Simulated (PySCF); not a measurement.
Predicted spectroscopic data

Computed data (PySCF 2.14): geometry: GFN2-xTB, shielding tensors at PBE0/pcSseg-1 (GIAO), J couplings at B3LYP/pcJ-1 (spin–dipole term left out of most H,H and C,H couplings). Single conformer, isolated molecule, equivalent nuclei averaged, non-relativistic Hamiltonian.

Shifts are taken against calculated references (same method and geometry level): TMS for 1H and 13C. Multiplet labels drop J under 1 Hz and among equivalent protons, and merge close values. Unscaled 3J(H,H) run several per cent high. Splittings of carbon signals by F and P are missing where no couplings were computed. Where no couplings were computed, multiplicities follow the n + 1 count of equivalent neighbours, and m marks all less simple cases (inequivalent or close neighbours, rings, F or P nearby). Shifts are as computed. Against solution values, carbons near 30 ppm lie about +3 ppm off and those near 130 ppm about +5 ppm (rms about the fit 2.1 ppm; single classes can miss by 10 ppm). Of 1328 compounds with measured shifts, 309 miss one by over three times the rms of a fit or turn the order of signals round; such compounds aren't used in these exercises. Signals without a measured value on file couldn't be tested in this way; 1H shifts scatter by 0.2 ppm about their fit, and single ones miss by 0.5 ppm. OH and NH positions are gas-phase values without hydrogen bonding to other molecules.

**1.** SMILES NCc1ccncc1, C6H8N2. 1H NMR (500 MHz, computed): δ 8.96 (d, J = 5.6 Hz, 2H), 7.21 (d, J = 5.6 Hz, 2H), 3.82 (s, 2H), 0.73 (br s, 2H). 13C{1H} NMR (computed): δ 160.7 (C), 156.9 (CH), 126.7 (CH), 53.8 (CH2).

**2.** SMILES C/C(F)=C\C#N, C4H4FN. 1H NMR (500 MHz, computed): δ 5.09 (m, 1H), 2.42 (m, 3H). 13C{1H} NMR (computed): δ 190.6, 119.7, 86.7, 20.1.

**3.** `InChI=1S/C6H8N2/c7-5-1-2-6(8)4-3-5/h1-4H,7-8H2`. 1H NMR (500 MHz, computed): δ 6.60 (s, 4H), 2.93 (br s, 4H). 13C{1H} NMR (computed): δ 143.5, 118.0.
